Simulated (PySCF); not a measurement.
(CH3)3CCHF2, C₅H₁₀F₂.
SMILES with atom numbers: `[CH3:1][C:2]([CH3:3])([CH3:4])[CH:5]([F:6])[F:7]` (hydrogens: H8, H9, H10 on C1; H11, H12, H13 on C3; H14, H15, H16 on C4; H17 on C5)

The same species was optimised twice, with GFN2-xTB and with PBE0-D3(BJ)/def2-SVP (PySCF), and the same property calculations (PySCF, gas phase) were run on both structures.

```tsv
coordinate	GFN2-xTB	PBE0-D3(BJ)/def2-SVP	change
C2–C5 (Å)	1.534	1.524	-0.010
C5–F6 (Å)	1.356	1.354	-0.002
C5–F7 (Å)	1.357	1.354	-0.003
C1–C2 (Å)	1.530	1.529	-0.001
C2–C4 (Å)	1.530	1.529	-0.001
C2–C3 (Å)	1.530	1.529	-0.001
F6–C5–F7 (°)	105.7	107.1	+1.4
C2–C5–F6 (°)	111.6	110.9	-0.7
C2–C5–F7 (°)	111.6	110.9	-0.7
C1–C2–C3 (°)	110.4	110.6	+0.2
C3–C2–C4 (°)	110.4	110.3	-0.1
C1–C2–C4 (°)	110.5	110.6	+0.1
C1–C2–C5 (°)	109.1	109.0	-0.1
C3–C2–C5 (°)	108.1	108.1	0.0
C1–C2–C5–F6 (°)	59	60	+1
```

Rotational constants: A = 3223, B = 2286, C = 1916 MHz (GFN2-xTB) against A = 3203, B = 2316, C = 1933 MHz (PBE0-D3(BJ)/def2-SVP). Point groups within 0.08 Å: Cs and Cs.

On the GFN2-xTB structure: HOMO (eV) -9.02 [PBE0/pcSseg-1]; LUMO (eV) 1.33 [PBE0/pcSseg-1]; dipole (D) 2.14 [PBE0/pcSseg-1]; GIAO shielding of C1/C3/C4 (mean) (ppm) 162.6 [PBE0/pcSseg-1]; GIAO shielding of C2 (ppm) 148.3 [PBE0/pcSseg-1]; GIAO shielding of C5 (ppm) 59.5 [PBE0/pcSseg-1]; GIAO shielding of F6/F7 (mean) (ppm) 322.8 [PBE0/pcSseg-1].

Q: What do these properties become on the PBE0-D3(BJ)/def2-SVP structure?

A: 
```csv
property,level,on GFN2-xTB,on PBE0-D3(BJ)/def2-SVP,change
HOMO (eV),PBE0/pcSseg-1,-9.02,-9.01,+0.01
LUMO (eV),PBE0/pcSseg-1,1.33,1.30,-0.03
dipole (D),PBE0/pcSseg-1,2.14,2.06,-0.08
"energy, GFN2-xTB geometry as zero (kcal/mol)",PBE0/pcSseg-1,0.0,-0.4,-0.4
GIAO shielding of C1/C3/C4 (mean) (ppm),PBE0/pcSseg-1,162.6,160.3,-2.3
GIAO shielding of C2 (ppm),PBE0/pcSseg-1,148.3,148.9,+0.6
GIAO shielding of C5 (ppm),PBE0/pcSseg-1,59.5,60.2,+0.7
GIAO shielding of F6/F7 (mean) (ppm),PBE0/pcSseg-1,322.8,323.2,+0.4
```

The heavy atoms differ by 0.013 Å rms after alignment. Among bonds between heavy atoms C2–C5 changes most (-0.010 Å). Changes are differences of the printed values. Neither structure is proved a minimum here.

Conformer computed: `[CH3:1][C:2]([CH3:3])([CH3:4])[CH:5]([F:6])[F:7]`: C1–C2–C5–F6 60°.
